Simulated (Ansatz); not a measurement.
Computed with Ansatz on PBE0-D4/def2-TZVP structures; ΔE is electronic, products minus reactants. CCSD(T)/CBS adds triple-zeta CCSD(T) − MP2 to the extrapolated MP2 energy (def2 sets, frozen cores). This one scheme is used for every species. def2 core potentials past Kr. For In, Se outer-core shells are correlated without core-valence functions, which leaves a few kJ/mol of doubt a bond. Scalar relativity is left out up to krypton. One conformer a species, not always the lowest.

Reaction (ligand exchange at the In–Se bond): `C[Se][InH][Cl]` + CH₃OH → `C[O][InH][Cl]` + `C[SeH]`

`C[Se][InH][Cl]`:

Cartesian coordinates in Å:
```
C 1.320 -0.521 0.452
Se 0.703 -0.202 -1.383
In -1.571 0.642 -0.888
Cl -1.980 0.667 1.419
H 0.656 -1.214 0.961
H 2.313 -0.958 0.356
H 1.377 0.415 0.999
H -2.819 1.171 -1.915
```

CH₃OH:

```xyz
6

C     0.317    0.108   -0.121
O    -0.675   -0.810    0.277
H     1.189   -0.474   -0.420
H     0.618    0.778    0.695
H     0.004    0.717   -0.978
H    -1.454   -0.319    0.547
```

`C[O][InH][Cl]`:

```xyz
8

C     0.160   -0.022    1.307
O     0.232   -0.882    0.197
In   -0.118   -0.326   -1.652
Cl   -0.664    1.940   -1.723
H    -0.115    1.008    1.047
H    -0.584   -0.399    2.019
H     1.130    0.007    1.816
H    -0.042   -1.326   -3.011
```

`C[SeH]`:

```xyz
6

C     0.316   -0.095   -0.435
Se   -1.034   -0.537    0.899
H     0.001    0.758   -1.031
H     0.402   -0.971   -1.076
H     1.275    0.097    0.041
H    -0.960    0.749    1.602
```

```
         species  CCSD(T)/CBS(def2) energy (Eh)
`C[Se][InH][Cl]`                    -3090.83754
           CH₃OH                     -115.61712
 `C[O][InH][Cl]`                     -765.26650
        `C[SeH]`                    -2441.15625
```

Question: Work out ΔE.

Answer: ΔE = (-765.26650) + (-2441.15625) − (-3090.83754) − (-115.61712) = 0.03191 Eh = +83.8 kJ/mol.

Largest T1 diagnostic among the species: 0.016.

Leaving LDA and LC-ωPBE aside and taking each functional with its dispersion term where it has one, the values, not all of them listed here, spread over 16.9 kJ/mol, from B97M-V to HSE06-D4. From r2SCAN to r2SCAN0 (25 % exact exchange), in def2-TZVPP and without D4, ΔE moves by +7.5 kJ/mol. At CCSD(T), def2-SVP lies −9.3 kJ/mol from the extrapolated value and def2-TZVPP −3.7 kJ/mol.
